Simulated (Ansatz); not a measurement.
`C[O][Al]([OH])[OH]` + HCl → `[OH][Al]([OH])[Cl]` + CH₃OH  (ligand exchange at the Al–O bond)

Isolated molecules relaxed with PBE0-D4/def2-TZVP in Ansatz; ΔE leaves out vibrations. CCSD(T)/CBS adds triple-zeta CCSD(T) − MP2 to the extrapolated MP2 energy (def2 sets, frozen cores). This one scheme is used for every species. Functionals use def2-TZVPP. B3LYP here is the variant with VWN-RPA as its local correlation; programs differ in this. HSE06 is defined as in plane-wave codes. One conformer a species, not always the lowest.

`C[O][Al]([OH])[OH]`:

Z-matrix (Å, degrees):
```
C
O 1 1.399
H 1 1.095 2 110.0
H 1 1.096 2 112.5 3 -120.6
H 1 1.095 2 110.0 3 118.7
Al 2 1.678 1 134.3 3 120.6
O 6 1.689 2 119.4 1 -0.0
O 6 1.689 2 120.5 1 180.0
H 7 0.955 6 122.5 2 -180.0
H 8 0.955 6 122.3 2 -0.0
```

HCl:

Z-matrix (Å, degrees):
```
Cl
H 1 1.279
```

`[OH][Al]([OH])[Cl]`:

Z-matrix (Å, degrees):
```
Al
O 1 1.680
Cl 1 2.092 2 120.9
O 1 1.680 2 118.2 3 179.9
H 2 0.955 1 122.5 3 0.0
H 4 0.955 1 122.5 2 -180.0
```

CH₃OH:

Z-matrix (Å, degrees):
```
C
O 1 1.409
H 1 1.097 2 112.4
H 1 1.090 2 107.0 3 -118.5
H 1 1.097 2 112.4 3 123.0
H 2 0.959 1 108.5 3 -61.6
```

```csv
level,ΔE (kcal/mol),difference from CCSD(T)/CBS
B97M-V,-7.9,-0.6
B3LYP-D4,-6.4,0.9
r2SCAN0-D4,-8.2,-0.9
BHLYP-D4,-6.9,0.4
r2SCANh,-8.1,-0.8
HSE06,-8.9,-1.6
BHLYP,-7.1,0.2
CAM-B3LYP,-6.2,1.1
MP2/def2-TZVPP,-6.9,0.4
CCSD/def2-TZVPP,-6.4,0.9
CCSD(T)/CBS,-7.3,0
```

Largest T1 diagnostic among the species: 0.012.

At CCSD(T), def2-SVP lies +1.4 kcal/mol from the extrapolated value and def2-TZVPP +0.8 kcal/mol. Leaving LDA and LC-ωPBE aside and taking each functional with its dispersion term where it has one, the values, not all of them listed here, spread over 2.8 kcal/mol, from HSE06-D4 to CAM-B3LYP-D4. LDA lies +1.7 kcal/mol from PBE without D4. In def2-TZVPP, CCSD(T) changes the Hartree–Fock value by +1.7 kcal/mol (the triples alone add −0.0 kcal/mol) and MP2 by +1.3 kcal/mol.
